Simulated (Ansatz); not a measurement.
A geometry relaxed with B3LYP-D3(BJ)/def2-TZVP in Ansatz (a first-principles code), charge 0, multiplicity 2:

```xyz
7

H     -1.9207     0.0803    -0.8933
C     -1.3328    -0.0839     0.0073
C     -0.0447    -0.0086    -0.0009
H      1.8738    -0.8730    -0.2209
H     -1.8865    -0.3047     0.9175
O      1.9676     1.1196     0.2007
C      1.3433     0.0703    -0.0104
```

Problem. Write the SMILES of this molecule.

Solution. `C=C=C[O]`
